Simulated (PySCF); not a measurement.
Mayer bond orders and bond lengths

Species: C7H6N2.
SMILES with atom numbers: `[cH:1]1[cH:2][cH:3][c:4]2[nH:5][n:6][cH:7][c:8]2[cH:9]1` (hydrogens: H10 on C1; H11 on C2; H12 on C3; H13 on N5; H14 on C7; H15 on C9)

Bond orders from the PBE0/pcSseg-1 density (PySCF). Isolated species at its GFN2-xTB geometry, gas phase.

(1) How far do the computed orders between heavy atoms stray from the drawn ones?

(2) Set the Mayer orders of the bonds beside their lengths.

## Answers

(1) The largest departure is 0.523, at C4–N5 (drawn aromatic, 0.977), counting aromatic bonds as 1.5. The bonds drawn aromatic range from 0.98 to 1.62.

(2) 
```tsv
bond	drawn as	length (Å)	Mayer order
C1–C2	aromatic	1.402	1.362
C2–C3	aromatic	1.375	1.513
C3–C4	aromatic	1.392	1.335
C4–N5	aromatic	1.358	0.977
N5–N6	aromatic	1.341	1.184
N6–C7	aromatic	1.308	1.619
C7–C8	aromatic	1.420	1.251
C8–C9	aromatic	1.397	1.286
C9–C1	aromatic	1.374	1.520
C8–C4	aromatic	1.417	1.160
C1–H10	single	1.080	0.961
C2–H11	single	1.080	0.960
C3–H12	single	1.079	0.948
N5–H13	single	1.006	0.940
C7–H14	single	1.072	0.994
C9–H15	single	1.080	0.985
```

By pair of heavy elements: C–C: lowest C8–C4 (1.160, 1.417 Å), highest C9–C1 (1.520, 1.374 Å); in 2 of the 21 pairs the longer bond (by over 0.003 Å) has the higher order (by 0.02 or more). C–N: lowest C4–N5 (0.977, 1.358 Å), highest N6–C7 (1.619, 1.308 Å).

Sum the orders of all bonds at each heavy atom with more than one neighbour and set the sums beside the valence in the SMILES.

C1 3.843 (drawn 4), C2 3.835 (drawn 4), C3 3.796 (drawn 4), C4 3.472 (drawn 4), N5 3.101 (drawn 3), N6 2.803 (drawn 3), C7 3.864 (drawn 4), C8 3.697 (drawn 4), C9 3.791 (drawn 4). Orders between atoms that aren't bonded are not in these sums.

For a closed shell the Mayer order of atoms A and B is Σ (PS)μν (PS)νμ over the basis functions μ on A and ν on B, with P the density and S the overlap matrix.

These values come from a run that also computed NMR shieldings. Time: 26 s wall. Hardware: Arm Neoverse V2, one thread, on a shared host.
